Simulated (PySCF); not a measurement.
Mo(F)2(OH)4 (F2H4MoO4), SMILES [Mo]([OH])([OH])([F])([OH])([F])[OH], multiplicity 1.

Geometry optimised at r2SCAN-D4/def2-SVP. The spin state was assumed, not searched. The def2 effective core potentials stand for the cores of Mo; spin–orbit coupling is left out. One conformer was computed; it need not be the lowest.

Two levels are set side by side: TDA-PBE/def2-SVPD (PySCF) and TDA-PBE0/def2-SVPD (PySCF). Vertical, same geometry. The lowest singlet is HOMO→LUMO+2 58 %, HOMO→LUMO 40 % with PBE and HOMO→LUMO 75 % with the other functional; states are paired by order. Differences are taken from unrounded values.

```tsv
quantity	TDA-PBE0
lowest singlet excitation (eV)	4.03
lowest triplet excitation (TDA) (eV)	3.46
```

Task: What does TDA-PBE give, and how far is it from TDA-PBE0? (Estimate from the structure and the level; the computed values follow.)

Result: 
| quantity | TDA-PBE | TDA-PBE minus TDA-PBE0 |
|---|---|---|
| lowest singlet excitation (eV) | 3.58 | -0.46 |
| lowest triplet excitation (TDA) (eV) | 3.27 | -0.19 |

Functionals without exact exchange tend to place singlet excitations lower, as here. Differences between two approximate levels are no errors against the true value.

Rough cost on one machine, each run with all the roots and properties that it gave: TDA-PBE0 against TDA-PBE about 3 times.
